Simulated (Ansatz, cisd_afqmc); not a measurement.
Species: Ga, charge 0, doublet.

Total energies in cc-pVTZ-DK, 3 correlated electrons, 14 frozen orbitals. UHF or UKS for unpaired electrons; spin-orbit terms are left out. The -DK rows use spin-free X2C. AFQMC is phaseless with a CISD trial state; ± is one standard error, without the phaseless bias. Outlying blocks are dropped, and bars are widened where a walk drifts. Over all cases where full CI ran beside it in this data, AFQMC minus full CI had a median of +0.1 mEh and passed +0.4 mEh in a tenth of the cases.

```
method         program          energy (Eh)  minus CCSDT (mEh)
----------  ----------  -------------------  -----------------
HF              Ansatz          -1942.18509              47.20
MP2             Ansatz          -1942.21834              13.95
CCSD            Ansatz          -1942.23117               1.12
CCSD(T)         Ansatz          -1942.23200               0.29
CCSDT           Ansatz          -1942.23229               0.00
AFQMC/CISD  cisd_afqmc  -1942.2322 ± 0.0001          0.1 ± 0.1
```

Ansatz is a quantum-chemistry and plane-wave program.
